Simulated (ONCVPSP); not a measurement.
## Ranking ONCV potentials for platinum

All share these settings but for the change named:

ONCVPSP 4.0.1 input, shortened (lines: element, Z, core and valence counts, functional; n l f; lmax; l rc ep ncon nbas qcut; lloc lpopt rc5 dvloc0; l nproj debl; icmod fcfact rcfact), LDA (Perdew-Zunger), scalar-relativistic:

```
  Pt 78.00   10    4        3      upf
    1    0    2.00
    2    0    2.00
    2    1    6.00
    3    0    2.00
    3    1    6.00
    3    2   10.00
    4    0    2.00
    4    1    6.00
    4    2   10.00
    4    3   14.00
    5    0    2.00
    5    1    6.00
    5    2    9.00
    6    0    1.00
    2
    0    1.80    0.00    4    8    7.20
    1    1.60    0.00    3    7   10.00
    2    2.45    0.00    3    8    7.00
    4    5    1.50    0.00
    0    2    1.90
    1    2    0.40
    2    2    1.90
    0    0.00    0.00
```

In the p channel the program set the typed energies aside and used -2.069, 0.250 Ha.

Test errors are all-electron minus pseudo excitation energies from the reference, over 5s2 5p6 5d9 6s0; 5s2 5p6 5d8 6s0; 5s2 5p6 5d7 6s0; 5s2 5p6 5d10 6s0. None of these files shows a bound ghost.

The base gives 20.6 meV.

Of 8 variants that were run, those that failed, showed a ghost or another fault, or gave nearly equal values are left out.

A variant can come out equal or close to the base, since the largest error may sit in a test that the change hardly touches while other tests move.

**Question.** Rank these variants by their largest absolute test error, smallest first.
A. s: nproj 4
B. d: debl 5.8
C. all radii scaled by about 0.90 (s 1.62, p 1.44, d 2.20 bohr); local potential polynomial inside 1.34 bohr (lpopt 5, dvloc0 0 Ha)
D. s: qcut 5.9; p: qcut 8.2; d: qcut 5.8
E. d: rc 2.34

**Answer.** C (6.4 meV), B (10.2 meV), E (11.6 meV), A (20.6 meV), D (74.6 meV).
